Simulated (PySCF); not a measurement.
# Stationary points of MoO₂F

Level of theory: PBE0/[Mo def2-TZVP with ECP28, O def2-TZVP, F def2-TZVP], scalar-relativistic core potentials, density fitting, no spin–orbit coupling, PySCF.

Relaxations began from a few typed shapes; open shells are unrestricted. The search is not exhaustive: other isomers or separated fragments can lie lower, and high-lying points may rest on an excited occupation.

```tsv
spin	group	bonds	angles	imaginary modes (cm⁻¹)	ΔE (kJ/mol)	ΔE with ZPE (kJ/mol)
doublet	Cs	Mo–F 1.854 Å, Mo–O 1.673 Å (×2)	F–Mo–O 118.4° (×2), O–Mo–O 110.2°	none	0.0	0.0
doublet	C2v	Mo–F 1.864 Å, Mo–O 1.678 Å (×2)	F–Mo–O 124.0° (×2), O–Mo–O 112.0°	112i	5.2	–
doublet	C2v	Mo–F 1.909 Å, Mo–O 1.687 Å (×2)	F–Mo–O 119.6° (×2), O–Mo–O 120.8°	none	115.8	113.9
```

The lowest minimum found is the doublet Cs: Mo–F 1.854 Å, Mo–O 1.673 Å (×2); F–Mo–O 118.4° (×2), O–Mo–O 110.2°.

Formally Mo is in oxidation state +5, d1, with 1 unpaired electron. The Mulliken spin on Mo is 1.04. The polar-tensor charge on Mo, 2.02, is far below the formal one.

For the lowest minimum: with open d or f shells other occupations or spin states may lie lower.
